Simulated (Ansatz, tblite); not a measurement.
Cost and result up the ladder for the cluster Rb₂Cl₂ (the lowest singlet isomer of a short search) (4 atoms). Charge 0, multiplicity 1. Geometry: B3LYP-D4/def2-TZVP.

```tsv
atom	x (Å)	y (Å)	z (Å)
Rb1	-1.876	0.778	0.712
Rb2	1.876	-0.777	-0.712
Cl3	1.024	0.920	1.692
Cl4	-1.024	-0.921	-1.692
```

Ansatz on 4 threads of Arm Neoverse V1 on a shared host; xTB runs through tblite on one thread. Times are rough, summed over both states, and most runs start from the orbitals of an earlier one. B2PLYP/def2-TZVP serves as the yardstick here, not as an exact answer. Differences are given only for rows in sets of like size (and for xTB, whose basis is part of the method), since another set adds its own error. The other state is a quintet at its own geometry, which has other bonds, so the gap mixes isomer and spin.

In the def2 sets Rb takes a core potential, while STO-3G treats all electrons; there is no spin–orbit coupling. The xTB rows come from tblite. LC-ωPBE has ω = 0.4 bohr⁻¹. Correlated methods freeze 10 core orbitals; core or outer-core shells of Rb are correlated, in sets that lack core-valence functions. In the quintet geometry the species has come apart into loosely held pieces. At PBE0-D4/def2-TZVP a singlet of charge 0 lies 9.81 eV below the quintet, each at its own geometry. The structure comes from a short search, and lower isomers may exist.

Correlated methods converge slowly with the basis.

xTB has no spin-polarisation term.

| level | functions | wall time | quintet − singlet (eV) | difference from B2PLYP/def2-TZVP (eV) | remarks |
| --- | --- | --- | --- | --- | --- |
| GFN1-xTB | 26 | 0.006 s | 10.09 | 0.10 | – |
| GFN2-xTB | 26 | 0.008 s | 10.72 | 0.72 | – |
| HF/STO-3G | 62 | 1.6 s | 13.13 | – | HOMO above zero (quintet) |
| BLYP-D4/def2-TZVP | 140 | 11 s | 9.31 | -0.68 | – |
| PBE-D4/def2-TZVP | 140 | 11 s | 9.74 | -0.25 | – |
| RPA@PBE/def2-TZVP | 140 | 12 s | 9.03 | -0.96 | – |
| LC-ωPBE/def2-TZVP | 140 | 13 s | 10.36 | 0.37 | – |
| PBE0-D4/def2-TZVP (with forces) | 140 | 14 s | 9.81 | -0.18 | – |
| B2PLYP/def2-TZVP | 140 | 15 s | 9.99 | 0.00 | – |
| B97M-V/def2-TZVP | 140 | 56 s | 10.17 | 0.18 | – |
